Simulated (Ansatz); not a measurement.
Computed with Ansatz on PBE0-D4/def2-TZVP structures; ΔE is electronic, products minus reactants. CCSD(T)/CBS is the MP2 limit (def2-TZVPP, def2-QZVPP) plus CCSD(T) − MP2 in def2-TZVPP, frozen cores. Functionals use def2-TZVPP. B3LYP here is the variant with VWN-RPA as its local correlation; programs differ in this. For Ge outer-core shells are correlated without core-valence functions, which leaves a few kJ/mol of doubt a bond. Scalar relativity is left out up to krypton. One conformer a species, not always the lowest.

`[F][Ge]([F])([SiH3])[Cl]` + `CBC(C)F` → `[CH3][Ge]([F])([SiH3])[Cl]` + `CC(F)BF`  (redistribution)

```json
{"level": "ωB97X-V", "ΔE (kcal/mol)": "-14.5"}
{"level": "r2SCAN", "ΔE (kcal/mol)": "-14.0"}
{"level": "B3LYP", "ΔE (kcal/mol)": "-14.7"}
{"level": "SCS-MP2/def2-QZVPP", "ΔE (kcal/mol)": "-15.5"}
```

What does CCSD(T)/CBS give? (Estimate.)

The calculation gave: -16.0 kcal/mol. The listed levels differ from it by 1.5, 2.0, 1.3, 0.5 kcal/mol.

Largest T1 diagnostic among the species: 0.012.

From PBE to PBE0 (25 % exact exchange), in def2-TZVPP and without D4, ΔE moves by −0.7 kcal/mol. In def2-TZVPP, CCSD(T) changes the Hartree–Fock value by −0.9 kcal/mol (the triples alone add −0.0 kcal/mol) and MP2 by −1.1 kcal/mol.
